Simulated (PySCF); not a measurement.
C₄H₆N₂O₂SSi.
Geometry (PBE0-D3(BJ)/def2-SVP, Å), atoms numbered from 1 in this order:
```
atom  x, y, z in Å
C1     2.851   -0.794    0.752
O2     2.012    0.038   -0.033
C3     0.713   -0.133    0.132
O4     0.219   -0.937    0.891
C5    -0.119    0.754   -0.706
N6     0.393    1.676   -1.569
N7    -0.468    2.344   -2.203
S8    -2.064    1.861   -1.758
C9    -1.504    0.702   -0.662
Si10  -2.583   -0.432    0.398
H11    2.668   -1.854    0.525
H12    2.668   -0.630    1.824
H13    3.880   -0.519    0.494
H14   -3.992   -0.075    0.049
H15   -2.338   -1.852    0.037
H16   -2.354   -0.153    1.840
```

Computed with PySCF at PBE0/pcSseg-1 and CAM-B3LYP/def2-SVPD, non-relativistic, on one gas-phase PBE0-D3(BJ)/def2-SVP geometry that isn't relaxed in the solvent. The solvent is an IEF-PCM continuum (Bondi radii, 1.10 Å for H, scaled by 1.2). Specific hydrogen bonds and non-electrostatic terms are outside this model.

Gas phase at PBE0/pcSseg-1: HOMO -7.93 eV, LUMO -2.28 eV, dipole 2.01 D.

Q: What does the continuum do to the energy, the frontier levels and the dipole at PBE0/pcSseg-1 in chloroform?

A: 
| solvent | ε | E(solvent) − E(gas) (kcal/mol) | polarisation term (kcal/mol) | distortion of the solute (kcal/mol) | HOMO (eV) | LUMO (eV) | dipole (D) |
| --- | --- | --- | --- | --- | --- | --- | --- |
| chloroform | 4.711 | -4.83 | -5.39 | 0.56 | -8.07 | -2.26 | 2.40 |

The polarisation term is half the interaction of the solute with the surface charges that it induces; the rest is the cost of distorting the solute's density. The sum is the electrostatic part of solvation alone.

Q: Which radius a makes the point-dipole formula ΔE = −[(ε − 1)/(2ε + 1)]·μ²/a³ give the value in chloroform, with the gas-phase dipole?

A: μ = 0.791 au and |ΔE| = 0.00769 Eh give a = 1.63 Å; the farthest nucleus lies 3.99 Å from the centroid of the nuclei, so such a sphere wouldn't even hold the nuclei. The formula assumes a rigid point dipole at the centre of a sphere.

Q: Give the dipole vector in the frame of the coordinates (D, pointing from negative to positive charge), gas and chloroform.

A: Gas (-0.15, -1.47, 1.37), solvent (-0.57, -1.71, 1.58). Its length changes by +19 % and its direction by 9°.

Q: Which IAO charges (PBE0/pcSseg-1) respond most in chloroform (means over atoms taken as equivalent)?

A: 
```csv
atoms,environment,gas (e),solvent (e),change
S8,ring sulfur,+0.469,+0.493,+0.024
N7,pyridine-type nitrogen,-0.260,-0.281,-0.021
N6,pyridine-type nitrogen,-0.100,-0.119,-0.019
O4,ester carbonyl oxygen,-0.473,-0.486,-0.013
C9,substituted aromatic carbon,-0.418,-0.412,+0.006
C3,ester carbonyl carbon,+0.512,+0.518,+0.006
H11/H12/H13,methyl hydrogen,+0.158,+0.164,+0.006
O2,ester single-bonded oxygen,-0.305,-0.310,-0.005
```

Gas phase at CAM-B3LYP/def2-SVPD: HOMO -9.22 eV, LUMO -1.20 eV, dipole 1.94 D.

Q: What does the continuum do to the energy, the frontier levels and the dipole at CAM-B3LYP/def2-SVPD in chloroform?

A: 
| solvent | ε | E(solvent) − E(gas) (kcal/mol) | polarisation term (kcal/mol) | distortion of the solute (kcal/mol) | HOMO (eV) | LUMO (eV) | dipole (D) |
| --- | --- | --- | --- | --- | --- | --- | --- |
| chloroform | 4.711 | -4.78 | -5.43 | 0.65 | -9.36 | -1.17 | 2.39 |

Q: How does the static polarisability (CAM-B3LYP/def2-SVPD, frozen core, with the continuum's full static response) change?

A: 
| medium | isotropic (au) | principal values (au) | ⟨r²⟩ of the electrons (bohr²) |
| --- | --- | --- | --- |
| gas | 112.3 | 75.3, 121.5, 140.2 | 2052.3 |
| chloroform | 140.1 | 93.5, 154.2, 172.7 | 2051.5 |

The isotropic value in chloroform is 1.25 times the gas-phase one; no cavity-field correction is applied. ⟨r²⟩ is taken about the centre of nuclear charge.
